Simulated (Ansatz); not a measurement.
BaF₂, charge +1, doublet, geometry from GFN2-xTB (such geometries of metal compounds can be far from the true shape) (a state made from the parent by changing its charge; the spin is typed, not shown lowest) (core potentials on Ba); PBE/def2-SV(P) in Ansatz (a quantum-chemistry and plane-wave program).

Ansatz was given this input:
Ansatz 0.2 input:
```yaml
crystal:
  periodic: [false, false, false]
  atoms:
    - {symbol: Ba, position_ang: [0.24590841, 0.26552384, 0.24588166]}
    - {symbol: F, position_ang: [-0.97404067, 0.32198571, -1.79572242]}
    - {symbol: F, position_ang: [-0.55605609, -1.97413404, 0.26579212]}
basis:
  gaussian:
    orbitals: def2-SV_P_.json
hamiltonian:
  xc: pbe
total_charge: 1
magnetization: {spin_polarized: true, initial_magnetization: 1}
scf: {lower_state_search: full}
```
The basis file holds def2-SV(P) in the JSON format of the Basis Set Exchange.

What the program printed (banner, timings and long lists left out):

```
Functional definition: PBE
559 factors; their error is unknown
mean field evaluation 1: about -6089.6105 eV, gradient 7.7e1 eV
mean field evaluation 2: about -5403.6419 eV, gradient 2.4e2 eV
mean field evaluation 4: about -6111.7678 eV, gradient 7.1e0 eV
mean field evaluation 8: about -6111.7678 eV, gradient 7.1e0 eV
mean field evaluation 16: about -6112.0392 eV, gradient 4.2e-4 eV
mean field evaluation 32: about -6111.7160 eV, gradient 4.2e-6 eV
mean field evaluation 64: about -6111.7160 eV, gradient 1.8e-3 eV
mean field evaluation 96: about -6111.7917 eV, gradient 7.9e-1 eV
mean field evaluation 128: about -6111.6144 eV, gradient 4.3e-1 eV
mean field evaluation 160: about -6079.5532 eV, gradient 2.3e1 eV
mean field evaluation 192: about -6109.9536 eV, gradient 1.9e1 eV
mean field evaluation 224: about -6108.6278 eV, gradient 2.2e1 eV
mean field -6112.03917014 eV, -224.6132966136 hartree, gradient 8.8e-6 eV, S^2 0.754233; 21 other end points of the search recorded, 0 dependent functions left out
reference -6112.03924144 eV, -224.6132992338 hartree; 14, 13 occupied and 44, 45 virtual orbitals, 559 factors
Total energy: -6112.03924144 eV, -224.6132992338 hartree
```
